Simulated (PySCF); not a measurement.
A structure optimised at PBE-D3(BJ)/def2-SVP, used in a PySCF frequency run:

```xyz
9

Nb    -0.3164    -0.1050     0.0000
N      0.4632     1.4623     0.0000
C      1.0950     2.7359     0.0000
H      0.8118     3.3249     0.9004
H      2.2021     2.6248     0.0000
H      0.8118     3.3249    -0.9004
F     -1.3568    -0.1802     1.5664
F     -1.3568    -0.1802    -1.5664
Cl     1.3973    -1.6694     0.0000
```
Charge 0, spin multiplicity 1.

Task: Write its SMILES, formula and point group.

Result: C[N]=[Nb]([F])([F])[Cl], CH3ClF2NNb, Cs

Task: What are its rotational constants (standard atomic weights)?

Result: 1.9134, 1.4581, 1.2004 GHz
